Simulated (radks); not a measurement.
Ni, 28 electrons, occupied as [Ar] 3d8 4s2 (the NIST ground configuration).

All-electron calculation, Dirac Kohn-Sham, LDA (Slater exchange, Perdew-Wang correlation), spin-unpolarised, spherical densities, finite nucleus; open shells fill j = l - 1/2 first; Fermi nuclear charge, rms radius 3.7757 fm. Program: a radial shooting solver on a logarithmic mesh with Libxc functionals.

Energy parts (hartree):
| part | energy |
|---|---|
| total | -1518.10291 |
| kinetic | 1541.98761 |
| electron-nucleus | -3649.95083 |
| Hartree | 650.61284 |
| exchange-correlation | -60.75253 |

Orbitals (lengths in bohr, moments of r in powers of bohr; <r^-3> diverges for s and p1/2; r(90%) holds 90 % of the orbital's charge):
orbital  occ.  eigenvalue (hartree)  <r^-3>  r(90%)       <r^4>
1s1/2       2             -301.0871       -  0.0968  0.00004005
2s1/2       2             -35.99409       -   0.380    0.008792
2p1/2       2             -31.43872       -   0.350    0.006371
2p3/2       4             -30.79775   605.9   0.354    0.006699
3s1/2       2              -4.05888       -    1.11      0.6608
3p1/2       2              -2.67205       -    1.19      0.8862
3p3/2       4              -2.59044   77.64    1.21      0.9355
3d3/2       4              -0.34051   7.094    1.78       5.812
3d5/2       4              -0.33167   6.927    1.80       6.045
4s1/2       2              -0.21526       -    4.29       145.1

The highest occupied level is 4s1/2 at -5.858 eV. For comparison, the ionisation energy in NIST's Atomic Spectra Database is 7.640 eV (measured). In exact Kohn-Sham theory the highest level is minus the ionisation energy, but local and semilocal functionals leave it too shallow, through self-interaction and a potential that decays too fast; potentials with the right tail come closer. The density falls to 0.001 e/bohr^3 at r = 4.30 bohr.

Beside tabulated values, note that spin-unpolarised runs miss the spin-polarisation part of the exchange energy of open shells.
